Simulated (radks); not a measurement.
Values are calculated unless marked as measured or tabulated.
Q: These are the eigenvalues of the occupied orbitals of an atom or ion with whole-number occupations (eV). Code: a radial shooting solver on a logarithmic mesh with Libxc functionals. Model: scalar-relativistic Kohn-Sham, PBE, spin-polarised, spherical densities, finite nucleus; Fermi nuclear charge, rms radius of each element as measured or else 0.836 A^(1/3) + 0.57 fm.

orbital  eigenvalue
1s down   -8979.207
1s up     -8979.201
2s up     -1195.642
2s down   -1191.468
2p up     -1049.441
2p down   -1046.307
3s up     -239.3710
3s down   -231.6446
3p up     -195.5933
3p down   -187.9698
3d up     -124.9188

Which element is it, and in what charge state? The configuration may be excited. Open shells, if any, are filled with parallel spins first.

A: Z = 29, copper, charge +6: Cu6+ in [Ar] 3d5. The list shows which subshells hold electrons but not how many an open one holds; the 1s level, -329.98 hartree, gives Z - s = 25.7 by -(Z - s)^2/2, which with screening and relativity narrows Z to a few neighbours, and the depths of the outer levels then fix element, charge and occupations together.
